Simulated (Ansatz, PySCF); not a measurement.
Reaction (SMILES): F[SiH](F)F [trifluorosilane] → F[SiH]F + F atom (the F-Si bond at the site shown breaks; other sites are not compared here)
Each molecule is optimised on its own at B3LYP-D3(BJ)/def2-TZVP (Ansatz, a first-principles code). Frequencies are from Ansatz or PySCF.

Quantity: bond dissociation energy (enthalpy at 298 K, with B3LYP-D3(BJ) rigid-rotor harmonic-oscillator terms), in kcal/mol. Cores are frozen in the correlated levels unless marked. Open shells are spin-unrestricted. No spin-orbit coupling. Non-relativistic. Basis-set limits of correlation are two-point, X^-3; Hartree-Fock from the larger set (for Q and 5 zeta extrapolated as (X+1)exp(-9√X)).

```csv
level,program,bond dissociation energy (kcal/mol)
HF/cc-pV(Q+d)Z,Ansatz,126.5
BLYP-D4/def2-TZVPD,Ansatz + dftd4,157.7
```

**Question.** Predict the CCSD(T)/CBS(cc-pV(Q+d)Z,cc-pV(5+d)Z) result (Ansatz).

**Answer.** 166.5 kcal/mol, so BLYP-D4/def2-TZVPD differs from it by -8.8 kcal/mol.
